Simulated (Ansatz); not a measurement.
CH4ClFSn, SMILES `F[CH2][SnH2][Cl]`, relaxed with RKS PBE0-D4/def2-TZVP in Ansatz 0.2.0 from a PBE-D4/def2-SVP geometry. The force threshold is 0.005 eV/Å; the program also tests the step.

Charge 0, multiplicity 1. Sn: def2 effective core potential.

Start:

```xyz
8

F     0.187    0.267   -2.082
C     0.775    0.383   -0.837
Sn   -0.532   -0.503    0.697
Cl   -1.773    1.313    1.614
H     0.927    1.455   -0.582
H     1.760   -0.136   -0.832
H     0.335   -1.196    2.026
H    -1.680   -1.585   -0.003
```

```
step  energy (eV)  largest force (eV/Å)  largest move (Å)
   1  -22167.8364                 0.571             0.000
   2  -22167.8741                 0.292             0.076
   3  -22167.8835                 0.150             0.030
   4  -22167.8843                 0.059             0.015
   5  -22167.8845                 0.019             0.007
   6  -22167.8845                 0.003             0.004
```

End:

```xyz
8

F     0.197    0.258   -2.062
C     0.766    0.377   -0.810
Sn   -0.532   -0.498    0.686
Cl   -1.739    1.285    1.595
H     0.908    1.437   -0.584
H     1.738   -0.124   -0.818
H     0.333   -1.176    1.990
H    -1.671   -1.559    0.004
```

Hardware: 4 threads of an Arm Neoverse V1 on a shared host. Wall time 19 s, peak host memory 0.44 GiB.
